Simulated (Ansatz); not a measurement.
Species: CH5OSi, charge 0, multiplicity 2. It need not be the lowest isomer of its formula. SMILES: [SiH3]O[CH2]
Structure (B3LYP-D3(BJ)/def2-TZVP (Ansatz, a program for electronic structure) minimum search):
```
O
C 1 1.3569
H 2 1.0793 1 115.29
H 2 1.0837 3 121.83 1 157.45
Si 1 1.6618 2 124.91 3 -176.50
H 5 1.4741 1 105.80 2 -170.69
H 5 1.4806 6 110.79 1 119.71
H 5 1.4825 6 111.05 7 121.28
```
Charge 0, spin multiplicity 2.

Quantity: atomisation energy (electronic, to ground-state atoms), in kJ/mol. Valence correlation only, unless marked. Open shells are spin-unrestricted. No spin-orbit coupling. Non-relativistic. The coupled-cluster limit lacks core correlation, which all-electron functionals hold. CBS marks a two-point X^-3 extrapolation of the correlation energy; Hartree-Fock from the larger set (for Q and 5 zeta extrapolated as (X+1)exp(-9√X)).

```
level                             program  atomisation energy (kJ/mol)
-------------------------  --------------  ---------------------------
HF/6-31G                           Ansatz                       1680.0
PBE/def2-TZVPD                     Ansatz                       2683.4
r2SCANh/def2-TZVPD                 Ansatz                       2669.3
LC-wPBE-D3(BJ)/def2-TZVPD  Ansatz + dftd3                       2672.8
wB97X-V/def2-TZVPD                 Ansatz                       2687.7
RPA@PBE/cc-pV(T+d)Z                Ansatz                       2499.2
SCS-MP2/cc-pV(Q+d)Z                Ansatz                       2682.2
```

Problem. What does CCSD(T)/CBS(cc-pV(Q+d)Z,cc-pV(5+d)Z) (Ansatz) give?

Solution. 2677.1 kJ/mol
